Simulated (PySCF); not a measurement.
**Te⁻ (tellurium, charge -1): UHF calculation**

Configuration: [Kr] 4d10 5s2 5p5, 2P determinant. All numbers are calculated (PySCF 2.14, a scalar-relativistic core potential, in aug-cc-pwCVDZ-PP with ECP28MDF).

```
Total energy                                                  : -267.038586 hartree
One-electron energy                                           : -473.0166 hartree
Hartree (Coulomb) energy                                      : 225.9056 hartree
Exchange energy                                               : -19.9276 hartree
⟨S²⟩                                                          : 0.7594
⟨L²⟩                                                          : 2.034
Sum of ⟨r⟩                                                    : 35.48 bohr
Sum of ⟨r²⟩                                                   : 80.10 bohr²
Traceless quadrupole moment −½Σ⟨3z² − r²⟩ along its main axis : 4.90 e·bohr²
```

| shell | electrons | mean orbital energy (hartree) | spread (hartree) | rms radius, mean of both spins (bohr) |
| --- | --- | --- | --- | --- |
| 4s α | 1 | -6.86804 | 0 | 0.820 |
| 4s β | 1 | -6.86242 | 0 | 0.820 |
| 4p α | 3 | -4.83391 | 0.01801 | 0.882 |
| 4p β | 3 | -4.82829 | 0.00336 | 0.882 |
| 4d α | 5 | -1.68844 | 0.01951 | 1.04 |
| 4d β | 5 | -1.68369 | 0.01111 | 1.04 |
| 5s α | 1 | -0.54285 | 0 | 2.36 |
| 5s β | 1 | -0.46244 | 0 | 2.36 |
| 5p α | 3 | -0.11013 | 0.05065 | 3.23 |
| 5p β | 2 | -0.07360 | 0 | 3.23 |

Energies and moments cover only the electrons outside the core potential.
